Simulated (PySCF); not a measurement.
A run for PySCF: R-BP86/6-31G* on BFH2Se2 (SMILES FB([SeH])[SeH]), a point of a torsion scan.

```python
from pyscf import gto, scf, dft, mp
from pyscf.data.elements import chemcore

mol = gto.M(
    atom='''
    F     0.35049568    2.00681475    0.29824496
    B     0.16240112    0.75973662   -0.08280387
    Se   -1.66524654    0.27188403   -0.49953861
    Se    1.68870052   -0.40212679    0.08709693
    H    -1.37776089   -0.89639034   -1.29968717
    H     1.04444716   -1.63310555   -0.31070183
    ''',
    basis='6-31g*',
    cart=True,
    charge=0, spin=0, verbose=3, max_memory=1800)
mf = dft.RKS(mol, xc='b88,p86')
mf.conv_tol = 1e-8
mf.max_cycle = 100
mf.kernel()
if not mf.converged:
    mf = mf.newton().run(mf.mo_coeff, mf.mo_occ)
```

### Question
What total energy does the run end on?

### Answer
-4929.0563 hartree.
